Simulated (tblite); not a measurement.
Species: C₆H₉BO₂Se.
Bonds: C1–O2, O2–B3, B3–O4, O4–C5, B3–C6, C6–C7 (aromatic), C7–C8 (aromatic), C8–Se9 (aromatic), Se9–C10 (aromatic), C6–C10 (aromatic). Hydrogens: H11, H12, H13 on C1; H14, H15, H16 on C5; H17 on C7; H18 on C8; H19 on C10.

Computed with GFN2-xTB (tblite), gas phase: L-BFGS steps from a force-field or distance-geometry start until the largest atomic force falls under 0.01 eV/Å.

Step 8: E = -815.7715 eV
```
atom  x, y, z in Å  |  force x, y, z in eV/Å
C1     -1.9473   -1.7806   -0.1422    0.007   0.069   0.079
O2     -1.4614   -0.7387    0.6854    0.001   0.015  -0.203
B3     -0.5318    0.1213    0.1205   -0.193   0.056  -0.173
O4     -0.8530    1.3859   -0.2493    0.078   0.212   0.340
C5     -1.5226    2.2717    0.6249    0.068  -0.019   0.062
C6      0.9815   -0.2272   -0.0478   -0.095  -0.280   0.179
C7      1.7769    0.0645   -1.1838   -0.189  -0.173   0.128
C8      3.0851   -0.2498   -1.0569   -0.115   0.127  -0.164
Se9     3.5046   -0.8964    0.6153    0.122  -0.031   0.050
C10     1.7022   -0.7068    1.0021    0.295  -0.216   0.178
H11    -2.0906   -2.6768    0.4634   -0.025   0.043   0.020
H12    -1.2750   -2.0080   -0.9795    0.042   0.020   0.200
H13    -2.9019   -1.4463   -0.5622   -0.058  -0.164   0.003
H14    -2.5897    2.4129    0.4166    0.201  -0.095  -0.258
H15    -1.4168    1.8863    1.6397   -0.153   0.174   0.117
H16    -0.9639    3.2057    0.5259   -0.320   0.171   0.129
H17     1.3068    0.4800   -2.0495    0.112   0.066  -0.330
H18     3.8056   -0.1332   -1.8286    0.474   0.044  -0.250
H19     1.3812   -0.9549    1.9984   -0.252  -0.017  -0.109
```

Step 9: E = -815.8226 eV
```
atom  x, y, z in Å  |  force x, y, z in eV/Å
C1     -1.9472   -1.7843   -0.1396    0.043   0.109   0.115
O2     -1.4768   -0.7206    0.6769   -0.129  -0.106  -0.346
B3     -0.5393    0.1230    0.1161    0.149  -0.091  -0.139
O4     -0.7892    1.4065   -0.1972   -0.184   0.363   0.434
C5     -1.5287    2.2812    0.6371    0.111  -0.022   0.037
C6      0.9706   -0.2556   -0.0793   -0.024  -0.286   0.490
C7      1.7754    0.0553   -1.2011   -0.119  -0.246   0.178
C8      3.0840   -0.2485   -1.0563   -0.083   0.132  -0.196
Se9     3.5114   -0.8874    0.6097   -0.144  -0.048   0.147
C10     1.6922   -0.7181    0.9830    0.356  -0.244   0.211
H11    -2.0830   -2.6690    0.4858   -0.060   0.064  -0.038
H12    -1.2789   -2.0291   -0.9808    0.032   0.109   0.341
H13    -2.9000   -1.4513   -0.5650   -0.071  -0.239   0.024
H14    -2.5945    2.3930    0.3914    0.320  -0.126  -0.279
H15    -1.4585    1.9146    1.6663   -0.091   0.201  -0.040
H16    -0.9827    3.2210    0.5273   -0.399   0.212   0.222
H17     1.3208    0.4838   -2.0656    0.058   0.064  -0.407
H18     3.8188   -0.1366   -1.8089    0.547   0.120  -0.425
H19     1.3954   -0.9684    1.9927   -0.313   0.033  -0.330
```

Step 10: E = -815.8934 eV
```
atom  x, y, z in Å  |  force x, y, z in eV/Å
C1     -1.9477   -1.7887   -0.1345    0.039   0.114   0.119
O2     -1.4993   -0.6953    0.6589   -0.246  -0.151  -0.510
B3     -0.5495    0.1258    0.1064    0.572  -0.079  -0.024
O4     -0.7021    1.4391   -0.1165   -0.510   0.244   0.556
C5     -1.5354    2.2949    0.6565    0.148  -0.027   0.006
C6      0.9558   -0.3012   -0.1139    0.083  -0.091   0.633
C7      1.7693    0.0380   -1.2232    0.014  -0.262   0.111
C8      3.0820   -0.2433   -1.0619    0.076   0.091  -0.229
Se9     3.5215   -0.8760    0.6025   -0.451  -0.057   0.168
C10     1.6847   -0.7384    0.9592    0.345  -0.267   0.251
H11    -2.0738   -2.6570    0.5165   -0.099   0.077  -0.082
H12    -1.2826   -2.0563   -0.9757    0.035   0.202   0.457
H13    -2.8991   -1.4634   -0.5686   -0.102  -0.321   0.038
H14    -2.5943    2.3625    0.3496    0.491  -0.185  -0.248
H15    -1.5187    1.9582    1.7042   -0.001   0.222  -0.255
H16    -1.0180    3.2479    0.5341   -0.446   0.260   0.311
H17     1.3434    0.4892   -2.0944    0.006  -0.039  -0.295
H18     3.8474   -0.1392   -1.7879    0.396   0.206  -0.468
H19     1.4066   -0.9875    1.9813   -0.351   0.063  -0.540
```

Step 11: E = -815.9741 eV
```
atom  x, y, z in Å  |  force x, y, z in eV/Å
C1     -1.9502   -1.7910   -0.1286    0.016   0.086   0.070
O2     -1.5178   -0.6747    0.6351   -0.304  -0.056  -0.548
B3     -0.5557    0.1323    0.0952    0.840  -0.069   0.200
O4     -0.6402    1.4651   -0.0417   -0.624   0.036   0.522
C5     -1.5376    2.3058    0.6743    0.090   0.015  -0.021
C6      0.9455   -0.3411   -0.1300    0.287   0.202   0.502
C7      1.7604    0.0188   -1.2393    0.236  -0.197  -0.007
C8      3.0818   -0.2351   -1.0753    0.221  -0.018  -0.132
Se9     3.5297   -0.8686    0.5963   -0.609  -0.042   0.059
C10     1.6878   -0.7614    0.9464    0.155  -0.175   0.040
H11    -2.0689   -2.6462    0.5394   -0.115   0.059  -0.052
H12    -1.2826   -2.0737   -0.9620    0.058   0.220   0.431
H13    -2.9020   -1.4814   -0.5709   -0.135  -0.352   0.028
H14    -2.5820    2.3345    0.3084    0.548  -0.229  -0.161
H15    -1.5674    1.9980    1.7333    0.052   0.205  -0.358
H16    -1.0583    3.2770    0.5465   -0.392   0.243   0.322
H17     1.3650    0.4917   -2.1226   -0.058  -0.202  -0.038
H18     3.8805   -0.1378   -1.7791    0.050   0.251  -0.350
H19     1.4021   -1.0028    1.9671   -0.316   0.023  -0.506
```

Task: Estimate the geometry and energy of step 12. (The exact step hangs on the optimiser's Hessian estimate; all steps are aligned on step 11, rigid shifts and turns removed.)

Result: E = -816.0735 eV, largest force 0.945 eV/Å
```
atom  x, y, z in Å  |  force x, y, z in eV/Å
C1     -1.9541   -1.7911   -0.1224   -0.050   0.007  -0.026
O2     -1.5338   -0.6573    0.6027   -0.271   0.196  -0.418
B3     -0.5514    0.1412    0.0871    0.787  -0.174   0.493
O4     -0.6076    1.4818    0.0276   -0.288  -0.114   0.270
C5     -1.5361    2.3145    0.6894   -0.067   0.142  -0.021
C6      0.9443   -0.3699   -0.1277    0.415   0.531   0.001
C7      1.7531   -0.0022   -1.2496    0.471  -0.031  -0.166
C8      3.0853   -0.2259   -1.0946    0.324  -0.173   0.063
Se9     3.5302   -0.8654    0.5916   -0.453  -0.033  -0.123
C10     1.7000   -0.7859    0.9410   -0.156  -0.042  -0.140
H11    -2.0689   -2.6369    0.5546   -0.102   0.017   0.058
H12    -1.2785   -2.0803   -0.9386    0.119   0.139   0.237
H13    -2.9092   -1.5065   -0.5720   -0.162  -0.332  -0.012
H14    -2.5554    2.3078    0.2695    0.351  -0.235  -0.086
H15    -1.6034    2.0340    1.7502    0.033   0.140  -0.245
H16    -1.1037    3.3082    0.5658   -0.237   0.167   0.256
H17     1.3835    0.4885   -2.1473   -0.130  -0.390   0.289
H18     3.9137   -0.1306   -1.7838   -0.378   0.244  -0.127
H19     1.3820   -1.0146    1.9491   -0.206  -0.057  -0.302
```

The energy changes by -0.0995 eV. The first-order estimate −F·Δx gives -0.1429 eV and the mean of the old and new forces, exact on a quadratic surface, -0.0995 eV. The step makes an angle of 65° with the force vector and moves no atom by more than 0.078 Å.

Hardware: one thread of an Arm Neoverse V1, on a shared host.
